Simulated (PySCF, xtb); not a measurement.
Te(NH2)(OSiH3) (H5NOSiTe), SMILES N[Te]O[SiH3]. One conformer was computed; it need not be the lowest.

Harmonic wavenumbers (cm⁻¹) from xtb with GFN2-xTB at its own minimum, in rising order: 42, 102, 124, 197, 204, 404, 503, 608, 639, 680, 740, 796, 823, 859, 920, 1490, 2207, 2252, 2296, 3405, 3441.

**Question.** What does PBE0-D3(BJ)/def2-SVP run with PySCF give at its own minimum? (An estimate is asked for; the answer gives what the named calculation found.)

**Answer.** 57, 93, 128, 209, 446, 481, 495, 692, 722, 731, 911, 913, 937, 949, 988, 1542, 2199, 2219, 2249, 3568, 3687. Paired by order, the mean absolute difference is 81 cm⁻¹ and the zero-point energies are 32.5 and 34.6 kcal/mol.
